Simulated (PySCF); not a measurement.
## Electron correlation in Er⁴⁰⁺ (erbium, charge +40)

Starting occupation: [Ar] 3d10. Computed with PySCF 2.14 in an uncontracted even-tempered set (18 s from 2.9 bohr⁻², ratio 2.6; 15 p from 3.8 bohr⁻², ratio 2.6; 10 d from 3.8 bohr⁻², ratio 2.6; 5 f from 3.9 bohr⁻², ratio 2.8), with X2C-1e with screened-nucleus spin-orbit coupling, Gaussian nucleus. Frozen: [Ar]; 10 electrons correlated; the 98 highest virtual spinors left out.

MP2 pair energies summed by pair of shells (mhartree):

```csv
pair,energy,share (%)
3d3/2-3d5/2,-188.27,49.7
3d5/2-3d5/2,-133.11,35.1
3d3/2-3d3/2,-57.47,15.2
```

Total MP2 correlation energy: -378.84 mhartree.

The virtual space was cut to 70 spinors, which keep -374.43 of the -378.84 mhartree of MP2 correlation.

```json
{"level": "CCSD", "correlation energy (mhartree)": "-370.48"}
{"level": "(T)", "correlation energy (mhartree)": "-0.19"}
{"level": "CCSD(T)", "correlation energy (mhartree)": "-370.67"}
```

Diagnostics: T1 = 6.0e-05, largest double amplitude 0.005.

Cost of the coupled-cluster step: 85 s of wall time on 1 thread of Neoverse-V1 (shared host), for 10 occupied and 70 virtual spinors.

Iterations:

```
Init t2, MP2 energy = -0.374425487943338
CCSD nocc = 10, nmo = 80
Init t2, MP2 energy = -0.374425487943338
Init E_corr(GCCSD) = -0.374425487943338
cycle = 1  E_corr(GCCSD) = -0.370394665877151  dE = 0.00403082207  norm(t1,t2) = 0.000700398
cycle = 2  E_corr(GCCSD) = -0.370485014055518  dE = -9.03481784e-05  norm(t1,t2) = 1.81393e-05
cycle = 3  E_corr(GCCSD) = -0.370484565016872  dE = 4.49038646e-07  norm(t1,t2) = 8.00951e-07
cycle = 4  E_corr(GCCSD) = -0.370484632226188  dE = -6.72093163e-08  norm(t1,t2) = 3.10025e-08
cycle = 5  E_corr(GCCSD) = -0.370484632607853  dE = -3.81664644e-10  norm(t1,t2) = 4.45443e-10
GCCSD converged
E(GCCSD) = -12074.86117132381  E_corr = -0.370484632607853
```

At this charge the one-electron X2C treatment keeps the bare 1/r₁₂, with no two-electron picture change or Breit term. The effect here is smaller than on the frozen 1s shell.
